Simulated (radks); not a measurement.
The gadolinium ion Gd7+ is in [Kr] 4d10 4f(5/2: 4, 7/2: 0) 5s2 5p(1/2: 2, 3/2: 3). All-electron calculation, Dirac Kohn-Sham, PBE, spin-unpolarised, spherical densities, finite nucleus; Fermi nuclear charge, rms radius of each element as measured or else 0.836 A^(1/3) + 0.57 fm. Program: a radial shooting solver on a logarithmic mesh with Libxc functionals. Sub-shells are occupied by j as written (lower j first in brackets). One electron is removed from 5s1/2, 5p1/2, 5p3/2, 4f5/2 in turn, with full relaxation. Which removal costs least, and what does each cost?

Answer. 5p3/2 123.18 eV; 5p1/2 129.80 eV; 4f5/2 131.60 eV; 5s1/2 152.84 eV. The 5p3/2 electron leaves first.
